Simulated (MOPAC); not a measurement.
Job for MOPAC: PM6 on H2SSi (SMILES [SiH]S), a point of a torsion scan.

```
PM6 1SCF PRECISE CHARGE=0 THREADS=1
H2SSi

Si     1.00452625 1     0.66708187 1    -0.36211314 1
S     -1.06055136 1     0.48173672 1     0.37375644 1
H      1.51737426 1    -0.53647736 1     0.33820894 1
H     -0.75324888 1     0.56207759 1     1.66063776 1
```

Program output:

```
*******************************************************************************
 **                                                                           **
 **                              MOPAC v23.2.5                                **
 **                                                                           **
 *******************************************************************************
 ** MOPAC's Digital Object Identifier: https://doi.org/10.5281/zenodo.6511958 **
 **                                                                           **
 ** Please cite the open-source release paper for use of this MOPAC version:  **
 ** J. E. Moussa and J. J. P. Stewart (2026)                                  **
 ** MOPAC: An open-source semiempirical molecular orbital program             **
 ** J. Open Source Softw., 11(119), 8025, https://doi.org/10.21105/joss.08025 **
 *******************************************************************************

                              PM6 CALCULATION RESULTS

 *******************************************************************************
 *  PM6        - The PM6 Hamiltonian to be used
 *
 *
 *
 *                 CHARGE ON SYSTEM = 0
 *
 *
 *
 *  PRECISE    - TIGHTER CRITERIA TO BE USED
 *  1SCF       - DO 1 SCF AND THEN STOP
 *  THREADS=1  - MULTI-THREADING NOT USED
 *  T=         - A TIME OF 172800.0 SECONDS REQUESTED
 *  DUMP=N     - RESTART FILE WRITTEN EVERY 7200.0 SECONDS REQUESTED
 *******************************************************************************
PM6 1SCF PRECISE CHARGE=0 THREADS=1
 H2SSi

   ATOM   CHEMICAL          X               Y               Z
  NUMBER   SYMBOL      (ANGSTROMS)     (ANGSTROMS)     (ANGSTROMS)

     1      Si          1.00452625  *   0.66708187  *  -0.36211314  *
     2       S         -1.06055136  *   0.48173672  *   0.37375644  *
     3       H          1.51737426  *  -0.53647736  *   0.33820894  *
     4       H         -0.75324888  *   0.56207759  *   1.66063776  *



          CARTESIAN COORDINATES

    NO.       ATOM           X           Y           Z

     1        Si          1.0045      0.6671     -0.3621
     2         S         -1.0606      0.4817      0.3738
     3         H          1.5174     -0.5365      0.3382
     4         H         -0.7532      0.5621      1.6606

 General Reference for PM6:
 "Optimization of Parameters for Semiempirical Methods V: Modification of NDDO Approximations
 and Application to 70 Elements", J. J. P. Stewart, J. Mol. Mod., 13, 1173-1213 (2007)
 URL: https://link.springer.com/article/10.1007/s00894-007-0233-4

           Empirical Formula: H2 Si S  =     4 atoms



      MOLECULAR POINT GROUP   :   C1


      RHF CALCULATION, NO. OF DOUBLY OCCUPIED LEVELS = 6


 -------------------------------------------------------------------------------
 PM6 1SCF PRECISE CHARGE=0 THREADS=1
 H2SSi



     1SCF WAS SPECIFIED, SO BFGS WAS NOT USED
     SCF FIELD WAS ACHIEVED


                              PM6 CALCULATION
                                                       MOPAC v23.2.5 Linux




          FINAL HEAT OF FORMATION =         54.43840 KCAL/MOL =     227.77026 KJ/MOL


          COSMO AREA              =        100.95 SQUARE ANGSTROMS
          COSMO VOLUME            =         89.51 CUBIC ANGSTROMS

          IONIZATION POTENTIAL    =          7.854200 EV
          HOMO LUMO ENERGIES (EV) =         -7.854 -2.005
          NO. OF FILLED LEVELS    =          6
          MOLECULAR WEIGHT        =         62.1613         POINT GROUP:  C1

          MOLECULAR DIMENSIONS (Angstroms)

            Atom       Atom       Distance
            H     4    H     3     2.84805
            H     4   Si     1     1.37905
            S     2   Si     1     0.94194


          SCF CALCULATIONS        =          1





   ATOM   CHEMICAL          X               Y               Z
  NUMBER   SYMBOL      (ANGSTROMS)     (ANGSTROMS)     (ANGSTROMS)

     1      Si          1.00452625  *   0.66708187  *  -0.36211314  *
     2       S         -1.06055136  *   0.48173672  *   0.37375644  *
     3       H          1.51737426  *  -0.53647736  *   0.33820894  *
     4       H         -0.75324888  *   0.56207759  *   1.66063776  *

                             CARTESIAN COORDINATES

   1   Si        1.004526250     0.667081870    -0.362113140
   2    S       -1.060551360     0.481736720     0.373756440
   3    H        1.517374260    -0.536477360     0.338208940
   4    H       -0.753248880     0.562077590     1.660637760


           Empirical Formula: H2 Si S  =     4 atoms



      MOLECULAR POINT GROUP   :   C1


                  EIGENVALUES
 -30.15545 -16.51196 -13.45473 -10.41847  -9.36092  -7.85420  -2.00512  -1.07333
   0.49423   0.68573   1.43190   1.56813   1.58455   1.71283   2.15642   2.30449
   2.45346   2.62712   3.72282   4.18751


              NET ATOMIC CHARGES AND DIPOLE CONTRIBUTIONS

  ATOM NO.   TYPE          CHARGE      No. of ELECS.   s-Pop       p-Pop       d-Pop
    1         Si           0.342114        3.6579     1.80782     1.58520     0.26487
    2          S          -0.524153        6.5242     1.91369     4.49850     0.11196
    3          H          -0.023833        1.0238     1.02383
    4          H           0.205872        0.7941     0.79413
 DIPOLE           X         Y         Z       TOTAL
 POINT-CHG.     3.402     0.501     0.067     3.439
 HYBRID        -1.204    -0.765     0.634     1.561
 SUM            2.198    -0.265     0.701     2.322


          ATOMIC ORBITAL ELECTRON POPULATIONS

     Atom    s        px        py        pz      x^2-y^2     xz        z^2       yz        xy
    1 Si   1.80782   0.41485   0.69318   0.47717   0.05786   0.03992   0.02156   0.05314   0.09238
    2  S   1.91369   1.50942   1.86339   1.12569   0.01617   0.01929   0.06413   0.00068   0.01169
    3  H   1.02383
    4  H   0.79413

 **********************
 *                    *
 * JOB ENDED NORMALLY *
 *                    *
 **********************




 == MOPAC DONE ==
```

The run finished.

Cost: about 0.03 core-seconds (a rough figure).
